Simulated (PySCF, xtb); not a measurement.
C₃H₅BO₃, SMILES OCB1C(=O)OC1.

GFN2-xTB (xtb) at its own geometry gives an orbital gap of 2.20 eV and a dipole moment of 4.37 D.

Coordinates come from a B3LYP-D3(BJ)/def2-SVP optimisation. This is a generated structure with no PubChem entry under its InChIKey; it may be hypothetical. The values are those of a single conformer.

### Question
What does CAM-B3LYP/def2-TZVP in PySCF give? (The exact figures need the calculation; the answer reports its results.)

### Answer
gap 7.66 eV (levels -9.32 and -1.66 eV), dipole 4.15 D.
